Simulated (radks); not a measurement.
Ho4+, configuration [Kr] 4d10 4f9 5s2 5p5.5 5f0.5 (fractional occupations, a model configuration). Calculated with a radial shooting solver on a logarithmic mesh with Libxc functionals: scalar-relativistic Kohn-Sham, LDA (Slater exchange, Perdew-Wang correlation), spin-polarised, spherical densities, finite nucleus; open shells are filled with parallel spins first (spin-orbit coupling, left out, can overturn this in heavy ions); Fermi nuclear charge, rms radius 5.2022 fm. Some entries of the table are withheld. Estimate them.

orbital,occ.,eigenvalue (hartree),r(max) (bohr),<r^2> (bohr^2)
1s up,1,-2039.413,0.01313,0.0005891
1s down,1,-2039.412,0.01313,0.0005891
2s up,1,-342.9966,0.07468,0.009183
2s down,1,-342.9918,0.07468,0.009182
2p up,3,-304.2856,0.06062,0.007446
2p down,3,-304.2815,0.06062,0.007446
3s up,1,-78.36097,0.2115,0.06055
3s down,1,-78.27290,0.2114,0.06048
3p up,3,-66.52719,0.2079,0.06085
3p down,3,-66.43955,0.2078,0.06076
3d up,5,-51.45389,0.1696,0.05083
3d down,5,-51.38530,0.1695,0.05073
4s up,1,-17.27918,0.4835,0.3029
4s down,1,-17.10115,0.4835,0.3031
4p up,3,-13.36924,0.5049,0.3421
4p down,3,-13.19430,0.5049,0.3426
4d up,5,-8.08005,0.5215,0.4058
4d down,5,-7.90929,0.5215,0.4074
5s up,1,(1),1.105,1.647
5s down,1,(2),1.111,1.676
5p up,3,-2.75450,1.238,2.154
5p down,2.5,-2.67780,1.248,2.201
4f up,7,(3),0.5124,0.6767
4f down,2,(4),0.5143,0.7074
5f up,0.5,-0.67816,3.042,13.36
5f down,0,-0.64802,3.089,14.00

Answer. 
(1) 5s up eigenvalue (hartree): -3.75918
(2) 5s down eigenvalue (hartree): -3.66511
(3) 4f up eigenvalue (hartree): -2.27373
(4) 4f down eigenvalue (hartree): -2.11505
